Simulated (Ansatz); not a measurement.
Steps of a relaxation of C$_{2}$H$_{8}$Sn, SMILES `[CH3][SnH2][CH3]` with RKS PBE0-D4/def2-TZVP.

```sh
$ ansatz run in.yaml --threads 4 --pin off --events-out ev --progress --plain --max-ram 10444MiB
```

```yaml
crystal:
  periodic: [false, false, false]
  atoms:
    - {symbol: C, position_ang: [-1.324082, 1.146471, -0.474516]}
    - {symbol: Sn, position_ang: [-0.269146, -0.743677, -0.296971]}
    - {symbol: C, position_ang: [1.601185, -0.445394, 0.765787]}
    - {symbol: H, position_ang: [-2.278289, 1.003028, -1.016718]}
    - {symbol: H, position_ang: [-0.699609, 1.872751, -1.029742]}
    - {symbol: H, position_ang: [-1.538532, 1.551682, 0.533151]}
    - {symbol: H, position_ang: [0.052054, -1.383519, -1.878801]}
    - {symbol: H, position_ang: [-1.253723, -1.884467, 0.565486]}
    - {symbol: H, position_ang: [2.230996, 0.282540, 0.218986]}
    - {symbol: H, position_ang: [1.395239, -0.053431, 1.780478]}
    - {symbol: H, position_ang: [2.149207, -1.402982, 0.853460]}
basis:
  gaussian: {orbitals: def2-TZVP}
hamiltonian: {xc: pbe0, dispersion: d4}
relax: {f_tol: 0.005, max_steps: 150}
```

Positions (Å) and forces (eV/Å) along the path, 5 of 5 steps:

```xyz
11
step=1 energy=-8033.9502 eV
C    -1.324    1.146   -0.475   -0.062    0.122   -0.011
Sn   -0.269   -0.744   -0.297    0.036    0.096    0.038
C     1.601   -0.445    0.766    0.115    0.025    0.071
H    -2.278    1.003   -1.017    0.471    0.076    0.271
H    -0.700    1.873   -1.030   -0.314   -0.353    0.274
H    -1.539    1.552    0.533    0.099   -0.193   -0.499
H     0.052   -1.384   -1.879   -0.052    0.110    0.264
H    -1.254   -1.884    0.565    0.163    0.193   -0.142
H     2.231    0.283    0.219   -0.302   -0.360    0.274
H     1.395   -0.053    1.780    0.112   -0.193   -0.496
H     2.149   -1.403    0.853   -0.267    0.477   -0.042
11
step=2 energy=-8033.9898 eV
C    -1.303    1.124   -0.467   -0.111    0.200   -0.021
Sn   -0.264   -0.730   -0.292    0.025    0.072    0.031
C     1.574   -0.440    0.752    0.197    0.030    0.112
H    -2.246    0.980   -1.004    0.120    0.045    0.074
H    -0.689    1.846   -1.017   -0.098   -0.081    0.075
H    -1.519    1.528    0.527    0.019   -0.038   -0.141
H     0.052   -1.355   -1.840    0.040   -0.078   -0.191
H    -1.229   -1.845    0.553   -0.119   -0.139    0.104
H     2.201    0.276    0.213   -0.068   -0.098    0.086
H     1.377   -0.053    1.757    0.046   -0.052   -0.132
H     2.112   -1.389    0.838   -0.050    0.139    0.002
11
step=3 energy=-8033.9962 eV
C    -1.307    1.129   -0.469   -0.016    0.027   -0.002
Sn   -0.266   -0.734   -0.293    0.007    0.012    0.003
C     1.579   -0.441    0.755    0.026    0.004    0.017
H    -2.248    0.993   -1.002    0.004   -0.011    0.000
H    -0.697    1.850   -1.015    0.008   -0.009    0.000
H    -1.523    1.533    0.521    0.004   -0.008    0.004
H     0.054   -1.364   -1.854    0.000   -0.006   -0.010
H    -1.238   -1.859    0.558   -0.006   -0.007    0.003
H     2.206    0.272    0.218   -0.008    0.001   -0.007
H     1.384   -0.053    1.755   -0.009    0.000   -0.002
H     2.121   -1.383    0.846   -0.011   -0.003   -0.006
11
step=4 energy=-8033.9963 eV
C    -1.308    1.131   -0.468    0.009   -0.015    0.002
Sn   -0.265   -0.733   -0.293    0.000    0.001    0.001
C     1.580   -0.440    0.756   -0.015   -0.002   -0.009
H    -2.248    0.990   -1.002   -0.004    0.003   -0.002
H    -0.696    1.849   -1.015   -0.002    0.005    0.000
H    -1.522    1.532    0.523   -0.001    0.005    0.001
H     0.054   -1.363   -1.855    0.000    0.000    0.000
H    -1.238   -1.859    0.557    0.000    0.000    0.000
H     2.206    0.272    0.217    0.004    0.002    0.002
H     1.383   -0.051    1.755    0.004    0.002    0.003
H     2.119   -1.384    0.846    0.005   -0.002    0.003
11
step=5 energy=-8033.9963 eV
C    -1.307    1.130   -0.468    0.000    0.000    0.000
Sn   -0.265   -0.733   -0.293    0.000    0.000    0.000
C     1.580   -0.440    0.756    0.000   -0.001    0.000
H    -2.248    0.991   -1.002    0.000    0.000    0.000
H    -0.696    1.849   -1.015    0.000    0.000    0.000
H    -1.522    1.532    0.523    0.000    0.000    0.000
H     0.054   -1.363   -1.855    0.000    0.000    0.000
H    -1.238   -1.860    0.557    0.000    0.000    0.000
H     2.206    0.272    0.217    0.000    0.000    0.000
H     1.383   -0.050    1.755    0.000    0.000    0.000
H     2.119   -1.384    0.847    0.000    0.000    0.000
```

Run time 6.5 s (4 threads of an Intel Xeon 6975P-C on a shared host); peak host memory 0.39 GiB.
